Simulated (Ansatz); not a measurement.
Q: Name a neutral molecule of C, Cl, Si, Zn and H with size of the dipole moment (ωB97M-V/def2-TZVPP) between 2.05 and 2.35 D and HOMO energy (ωB97M-V/def2-TZVPP) between -9.40 and -9.10 eV (Ansatz, PBE0-D4/def2-TZVP geometry).

A: `[CH3][Zn][SiH2]Cl` (2.17 D, -9.11 eV). Other molecules can fit too; these were computed, each in one conformer that needn't be the lowest.
